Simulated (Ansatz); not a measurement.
Computed with Ansatz on PBE0-D4/def2-TZVP structures; ΔE is electronic, products minus reactants. CCSD(T)/CBS is the MP2 limit (def2-TZVPP, def2-QZVPP) plus CCSD(T) − MP2 in def2-TZVPP, frozen cores. This one scheme is used for every species. DFT in def2-TZVPP. One conformer a species, not always the lowest.

Reaction (formal hydrolysis of the Si–Cl bond): `O[SiH](Cl)[SiH](Cl)Cl` + H₂O → `O[SiH](O)[SiH](Cl)Cl` + HCl

```tsv
level	ΔE (kJ/mol)
B2PLYP	-6.0
PBE0	1.7
SCS-MP2/def2-QZVPP	-1.5
MP2/CBS(def2)	5.5
```

**Question.** What does CCSD(T)/CBS give? (Estimate.)

**Answer.** Computed: +0.7 kJ/mol. The listed levels differ from it by -6.7, 1.0, -2.2, 4.8 kJ/mol.

Largest T1 diagnostic among the species: 0.011.

The D4 term adds +4.9 kJ/mol with B3LYP and +2.7 kJ/mol with PBE0; it sums over pairs of atoms, weighted by their polarisabilities, and B3LYP, whose exchange is more repulsive, gets the larger term. In def2-TZVPP, CCSD(T) changes the Hartree–Fock value by +5.7 kJ/mol (the triples alone add +1.7 kJ/mol) and MP2 by +10.4 kJ/mol.

B3LYP here is the variant with VWN-RPA as its local correlation; programs differ in this.
